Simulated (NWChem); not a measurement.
Molecule: C2H6Cl2Si; SMILES C[Si](C)(Cl)Cl

```xyz
11

C     -0.0009     1.5710    -1.3628
Si     0.0000     0.0000    -0.3488
C      0.0009    -1.5710    -1.3628
Cl     1.6888     0.0009     0.8794
Cl    -1.6888    -0.0009     0.8794
H     -0.9015     1.6108    -2.0086
H     -0.0027     2.4603    -0.7026
H      0.9008     1.6130    -2.0069
H      0.0027    -2.4603    -0.7026
H     -0.9008    -1.6130    -2.0069
H      0.9015    -1.6108    -2.0086
```
Atoms are numbered in this order, from 1.

Program: NWChem. Pople sets run with spherical d functions. The geometry was optimised at PBE-D3(BJ)/def2-SVP. Solvent water, SMD (1 M gas to 1 M solution), gas-phase geometry. Reactions with the solvent are ignored.

| level | basis functions | solvation free energy (kcal/mol) | cavity-dispersion-structure term (kcal/mol) | dipole in solution (D) | relative time |
|---|---|---|---|---|---|
| B3LYP/STO-3G | 43 | -1.5 | 3.5 | 3.92 | 1 |
| B3LYP/3-21G | 69 | -2.4 | 3.5 | 4.54 | 1 |
| B3LYP/6-31G* | 94 | -0.9 | 3.5 | 3.78 | 4 |
| B3LYP/6-31+G* | 114 | -1.2 | 3.5 | 3.79 | 7 |
| B3LYP/6-311G** | 150 | -1.4 | 3.5 | 3.91 | 6 |
| B3LYP/6-311++G** | 176 | -1.2 | 3.5 | 3.75 | 6 |

The last column is a rough cost ratio, cheapest run = 1.
